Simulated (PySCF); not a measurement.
**Cs: excitation energy**

Cs [Xe] 6s1 (2S) → Cs [Xe] 5d1 (2D), as a difference of total energies. Calculation: PySCF 2.14, in ANO-RCC-VTZP (8s7p4d2f1g, 72 functions); the spin-free X2C one-electron Hamiltonian (Gaussian nucleus). Correlated levels: valence and next inner shell: [Kr] 4d10 frozen. The calculations carry no spin-orbit coupling.

```csv
method,excitation energy (eV)
UHF,1.788
MP2 (valence and next inner shell),1.873
SCS-MP2 (valence and next inner shell),1.856
CCSD (valence and next inner shell),1.864
CCSD(T) (valence and next inner shell),1.876
```

Errors of the correlated levels include the incompleteness of this basis and the frozen core.

**Question.** Which method comes closest to the reference value, and which is furthest?

**Answer.** The reference is 1.805 eV (measured; NIST levels, between the centres of gravity of the two terms). Closest: UHF (error -0.017 eV); furthest: CCSD(T) (valence and next inner shell) (error 0.071 eV).
